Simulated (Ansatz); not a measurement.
The cluster Si₃W₃⁻. Total charge -1; doublet. Geometry PBE-D4/def2-SVPD.

Cartesian coordinates in Å:
```
W 1.1609 -0.8498 -0.3000
W -0.5598 1.8436 0.4519
W -0.7052 -0.3984 1.0812
Si -0.8271 -2.1091 -0.9029
Si 1.6154 1.1585 1.1709
Si -0.6841 0.3553 -1.5011
```

In the def2 sets W takes a core potential; there is no spin–orbit coupling. At PBE-D4/def2-TZVPD the highest occupied level of the charge -1 doublet lies above zero (up to 0.02 eV). By energy differences its removal costs 1.90 eV (vertical, to the charge 0 singlet, at PBE-D4/def2-TZVPD); a positive level beside a positive removal energy at the same level points to self-interaction error. At r2SCAN-D4/def2-TZVPD, r2SCANh-D4/def2-TZVPD, PBE0-D4/def2-TZVPD, ωB97X-V/def2-TZVPD the charge -1 doublet is spin-contaminated (final ⟨S²⟩ up to 0.94, 0.75 for a pure state). The structure comes from a short search, and lower isomers may exist.

(1) Estimate the α-spin orbital energies around the gap (eV) in Ansatz with PBE-D4/def2-TZVPD, r2SCAN-D4/def2-TZVPD, r2SCANh-D4/def2-TZVPD, PBE0-D4/def2-TZVPD, ωB97X-V/def2-TZVPD.

Answers

(1) 
```json
{"orbital": "HOMO−13", "PBE-D4/def2-TZVPD": "-6.19", "r2SCAN-D4/def2-TZVPD": "-6.50", "r2SCANh-D4/def2-TZVPD": "-6.99", "PBE0-D4/def2-TZVPD": "-7.55", "ωB97X-V/def2-TZVPD": "-10.17"}
{"orbital": "HOMO−12", "PBE-D4/def2-TZVPD": "-3.54", "r2SCAN-D4/def2-TZVPD": "-3.77", "r2SCANh-D4/def2-TZVPD": "-4.17", "PBE0-D4/def2-TZVPD": "-4.60", "ωB97X-V/def2-TZVPD": "-6.86"}
{"orbital": "HOMO−11", "PBE-D4/def2-TZVPD": "-3.19", "r2SCAN-D4/def2-TZVPD": "-3.41", "r2SCANh-D4/def2-TZVPD": "-3.78", "PBE0-D4/def2-TZVPD": "-4.16", "ωB97X-V/def2-TZVPD": "-6.38"}
{"orbital": "HOMO−10", "PBE-D4/def2-TZVPD": "-2.95", "r2SCAN-D4/def2-TZVPD": "-3.11", "r2SCANh-D4/def2-TZVPD": "-3.45", "PBE0-D4/def2-TZVPD": "-3.86", "ωB97X-V/def2-TZVPD": "-5.99"}
{"orbital": "HOMO−9", "PBE-D4/def2-TZVPD": "-2.64", "r2SCAN-D4/def2-TZVPD": "-2.84", "r2SCANh-D4/def2-TZVPD": "-3.18", "PBE0-D4/def2-TZVPD": "-3.54", "ωB97X-V/def2-TZVPD": "-5.68"}
{"orbital": "HOMO−8", "PBE-D4/def2-TZVPD": "-2.56", "r2SCAN-D4/def2-TZVPD": "-2.73", "r2SCANh-D4/def2-TZVPD": "-3.08", "PBE0-D4/def2-TZVPD": "-3.47", "ωB97X-V/def2-TZVPD": "-5.58"}
{"orbital": "HOMO−7", "PBE-D4/def2-TZVPD": "-2.22", "r2SCAN-D4/def2-TZVPD": "-2.37", "r2SCANh-D4/def2-TZVPD": "-2.70", "PBE0-D4/def2-TZVPD": "-3.08", "ωB97X-V/def2-TZVPD": "-5.10"}
{"orbital": "HOMO−6", "PBE-D4/def2-TZVPD": "-2.05", "r2SCAN-D4/def2-TZVPD": "-2.23", "r2SCANh-D4/def2-TZVPD": "-2.58", "PBE0-D4/def2-TZVPD": "-2.97", "ωB97X-V/def2-TZVPD": "-4.97"}
{"orbital": "HOMO−5", "PBE-D4/def2-TZVPD": "-1.42", "r2SCAN-D4/def2-TZVPD": "-1.60", "r2SCANh-D4/def2-TZVPD": "-1.93", "PBE0-D4/def2-TZVPD": "-2.29", "ωB97X-V/def2-TZVPD": "-4.34"}
{"orbital": "HOMO−4", "PBE-D4/def2-TZVPD": "-1.11", "r2SCAN-D4/def2-TZVPD": "-1.27", "r2SCANh-D4/def2-TZVPD": "-1.58", "PBE0-D4/def2-TZVPD": "-1.92", "ωB97X-V/def2-TZVPD": "-3.93"}
{"orbital": "HOMO−3", "PBE-D4/def2-TZVPD": "-0.90", "r2SCAN-D4/def2-TZVPD": "-0.98", "r2SCANh-D4/def2-TZVPD": "-1.25", "PBE0-D4/def2-TZVPD": "-1.59", "ωB97X-V/def2-TZVPD": "-3.44"}
{"orbital": "HOMO−2", "PBE-D4/def2-TZVPD": "-0.77", "r2SCAN-D4/def2-TZVPD": "-0.86", "r2SCANh-D4/def2-TZVPD": "-1.12", "PBE0-D4/def2-TZVPD": "-1.42", "ωB97X-V/def2-TZVPD": "-3.12"}
{"orbital": "HOMO−1", "PBE-D4/def2-TZVPD": "-0.33", "r2SCAN-D4/def2-TZVPD": "-0.50", "r2SCANh-D4/def2-TZVPD": "-0.81", "PBE0-D4/def2-TZVPD": "-1.13", "ωB97X-V/def2-TZVPD": "-3.01"}
{"orbital": "HOMO", "PBE-D4/def2-TZVPD": "0.02", "r2SCAN-D4/def2-TZVPD": "-0.28", "r2SCANh-D4/def2-TZVPD": "-0.60", "PBE0-D4/def2-TZVPD": "-0.76", "ωB97X-V/def2-TZVPD": "-2.39"}
{"orbital": "LUMO", "PBE-D4/def2-TZVPD": "0.47", "r2SCAN-D4/def2-TZVPD": "0.57", "r2SCANh-D4/def2-TZVPD": "0.77", "PBE0-D4/def2-TZVPD": "1.04", "ωB97X-V/def2-TZVPD": "2.53"}
{"orbital": "LUMO+1", "PBE-D4/def2-TZVPD": "0.67", "r2SCAN-D4/def2-TZVPD": "0.68", "r2SCANh-D4/def2-TZVPD": "0.91", "PBE0-D4/def2-TZVPD": "1.28", "ωB97X-V/def2-TZVPD": "2.82"}
{"orbital": "LUMO+2", "PBE-D4/def2-TZVPD": "0.70", "r2SCAN-D4/def2-TZVPD": "0.81", "r2SCANh-D4/def2-TZVPD": "1.04", "PBE0-D4/def2-TZVPD": "1.31", "ωB97X-V/def2-TZVPD": "3.05"}
{"orbital": "LUMO+3", "PBE-D4/def2-TZVPD": "1.06", "r2SCAN-D4/def2-TZVPD": "1.11", "r2SCANh-D4/def2-TZVPD": "1.34", "PBE0-D4/def2-TZVPD": "1.64", "ωB97X-V/def2-TZVPD": "3.28"}
{"orbital": "LUMO+4", "PBE-D4/def2-TZVPD": "1.19", "r2SCAN-D4/def2-TZVPD": "1.36", "r2SCANh-D4/def2-TZVPD": "1.59", "PBE0-D4/def2-TZVPD": "1.81", "ωB97X-V/def2-TZVPD": "3.37"}
{"orbital": "LUMO+5", "PBE-D4/def2-TZVPD": "1.45", "r2SCAN-D4/def2-TZVPD": "1.58", "r2SCANh-D4/def2-TZVPD": "1.82", "PBE0-D4/def2-TZVPD": "2.10", "ωB97X-V/def2-TZVPD": "3.52"}
{"orbital": "β HOMO", "PBE-D4/def2-TZVPD": "-0.16", "r2SCAN-D4/def2-TZVPD": "-0.24", "r2SCANh-D4/def2-TZVPD": "-0.49", "PBE0-D4/def2-TZVPD": "-0.82", "ωB97X-V/def2-TZVPD": "-2.72"}
{"orbital": "β LUMO", "PBE-D4/def2-TZVPD": "0.55", "r2SCAN-D4/def2-TZVPD": "0.69", "r2SCANh-D4/def2-TZVPD": "0.92", "PBE0-D4/def2-TZVPD": "1.19", "ωB97X-V/def2-TZVPD": "2.63"}
```
